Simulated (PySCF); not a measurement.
[NbCl6]- (charge -1 and singlet state).
Bonds: Nb1–Cl2, Nb1–Cl3, Nb1–Cl4, Nb1–Cl5, Nb1–Cl6, Nb1–Cl7.

Computed by this run: PBE0-D3(BJ)/def2-SVP geometry optimisation, gas phase, def2 core potentials past Kr (PySCF); density fitting, grid level 1; the optimiser is geomeTRIC in internal coordinates, started from a GFN2-xTB structure with every atom displaced at random (about 0.03 Å).

Step 0: E = -76650.3445 eV
```
atom  x, y, z in Å  |  force x, y, z in eV/Å
Nb1     0.0611   -0.0767    0.0123   -0.536   1.659  -0.578
Cl2    -0.0330   -0.0231    2.3708    0.088  -0.047  -0.277
Cl3    -0.0445    0.0027   -2.4031    0.215  -0.088   0.733
Cl4     2.4769    0.0113    0.0053   -0.869  -0.080  -0.015
Cl5    -2.3858   -0.0244   -0.0475    0.885  -0.096   0.111
Cl6    -0.0160    2.3917    0.0025    0.136  -1.036   0.030
Cl7     0.0331   -2.3835   -0.0089    0.080  -0.313  -0.003
```

Step 1: E = -76650.4949 eV
```
atom  x, y, z in Å  |  force x, y, z in eV/Å
Nb1     0.0408   -0.0483    0.0050   -0.375   0.503  -0.196
Cl2    -0.0605   -0.0008    2.3403    0.149  -0.095   0.348
Cl3    -0.0005    0.0072   -2.3438    0.020  -0.059  -0.275
Cl4     2.3752    0.0416   -0.0423    0.335  -0.144   0.106
Cl5    -2.3187   -0.0371   -0.0247   -0.203  -0.013  -0.026
Cl6     0.0258    2.3129    0.0131   -0.033   0.206   0.004
Cl7     0.0297   -2.3775   -0.0162    0.107  -0.399   0.039
```

Question: Estimate the geometry and energy of step 2. (The exact step hangs on the optimiser's Hessian estimate; all steps are aligned on step 1, rigid shifts and turns removed.)

Answer: E = -76650.4848 eV, largest force 0.340 eV/Å
```
atom  x, y, z in Å  |  force x, y, z in eV/Å
Nb1     0.0252   -0.0218   -0.0064   -0.201   0.062  -0.038
Cl2     0.0499   -0.0270    2.3492   -0.180   0.035   0.109
Cl3    -0.0421    0.0254   -2.3616    0.250  -0.097  -0.135
Cl4     2.3695   -0.0449    0.0519    0.225   0.163  -0.191
Cl5    -2.3321    0.0098   -0.0817   -0.144  -0.202   0.232
Cl6    -0.0579    2.3341   -0.0184    0.206   0.131   0.082
Cl7     0.0794   -2.3776   -0.0016   -0.156  -0.091  -0.058
```

The energy changes by +0.0101 eV. The first-order estimate −F·Δx gives -0.0834 eV and the mean of the old and new forces, exact on a quadratic surface, +0.0104 eV. The step makes an angle of 69° with the force vector and moves no atom by more than 0.128 Å. The energy falls at the start of this step and ends higher, so the step passed the lowest point of its straight line.

What follows is the cost of the whole optimisation. Hardware: one thread of an Arm Neoverse V1, shared host. Cost: 1.8 min of wall time, 0.57 GiB resident at most.
